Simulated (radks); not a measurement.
The numbers below are computed, except where a source is named.
Problem. Ionisation of neutral helium, [He], to He+, 1s1, under several functionals. Scalar-relativistic Kohn-Sham, spin-polarised, spherical densities, finite nucleus; open shells are filled with parallel spins first; a radial shooting solver on a logarithmic mesh with Libxc functionals. Known Delta-SCF values: LDA (Slater exchange, Perdew-Wang correlation) 24.292 eV; AM05 24.351 eV; LDA (Slater exchange, Perdew-Zunger correlation) 24.284 eV. What does MS2 meta-GGA give, and what is its highest occupied eigenvalue?

Solution. 24.648 eV by Delta-SCF; the 1s eigenvalue is -16.439 eV. NIST: 24.587 eV (measured).
